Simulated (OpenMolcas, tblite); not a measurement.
# CH2FNOSn (SMILES O=C=[N][SnH2][F]): the vertical energy of the triplet above the singlet, rung by rung

The species is CH2FNOSn (7 atoms), meant as a singlet with charge 0. As SMILES, `O=C=[N][SnH2][F]`. The shape is that of a PBE0-D4/def2-TZVP optimisation. This is one conformer, not always the lowest.

Each level gives the vertical energy of the triplet above the singlet (eV). The values are calculated.

```json
{"level": "GFN1-xTB", "kind": "semi-empirical", "program": "tblite", "value (eV)": "5.24", "CPU time (all runs)": "under 2 s"}
{"level": "HF/def2-SVP (core potential)", "kind": "Hartree–Fock", "program": "OpenMolcas", "value (eV)": "7.40", "CPU time (all runs)": "39 s"}
{"level": "SVWN5/def2-SVP (core potential)", "kind": "LDA", "program": "OpenMolcas", "value (eV)": "5.54", "CPU time (all runs)": "94 s"}
{"level": "BLYP/def2-SVP (core potential)", "kind": "GGA", "program": "OpenMolcas", "value (eV)": "5.48", "CPU time (all runs)": "2.1 min"}
{"level": "TPSS/def2-SVP (core potential)", "kind": "meta-GGA", "program": "OpenMolcas", "value (eV)": "5.67", "CPU time (all runs)": "2.8 min"}
{"level": "BHLYP/def2-SVP (core potential)", "kind": "global hybrid", "program": "OpenMolcas", "value (eV)": "6.32", "CPU time (all runs)": "2.2 min"}
{"level": "PBE0/def2-SVP (core potential)", "kind": "global hybrid", "program": "OpenMolcas", "value (eV)": "6.14", "CPU time (all runs)": "2.1 min"}
```

Spin-orbit coupling, which can split open shells on such heavy atoms by tenths of an eV, is left out. The values span 5.24 to 7.40 eV. Times are those of the runs behind each value, whatever else they computed, on shared processors of several kinds: orders of magnitude only.
